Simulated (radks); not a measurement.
The numbers below are computed, except where a source is named.
Species: Ba II. Configuration: [Xe] 5d1 (not the ground configuration). Code: a radial shooting solver on a logarithmic mesh with Libxc functionals. Model: Dirac Kohn-Sham, PBEsol, spin-unpolarised, spherical densities, point nucleus; open shells fill j = l - 1/2 first.

Normalised radial functions P(r) = r R(r) (large component), r in bohr:

r,4d3/2
0.003565,0.0002
0.005625,0.0006
0.008946,0.0022
0.01423,0.0073
0.02245,0.0232
0.0357,0.0705
0.05678,0.1896
0.08958,0.4139
0.1425,0.6642
0.2248,0.5667
0.3575,-0.2302
0.5686,-1.1332
0.8971,-1.0716
1.427,-0.4077
2.269,-0.0565
3.58,-0.0021
5.694,0.0000
8.984,0.0000
14.29,0.0000

4d3/2: eigenvalue -94.804 eV, 1 radial node at r = 0.322 bohr, <r> = 0.795 bohr, 90 % of the charge inside 1.20 bohr.
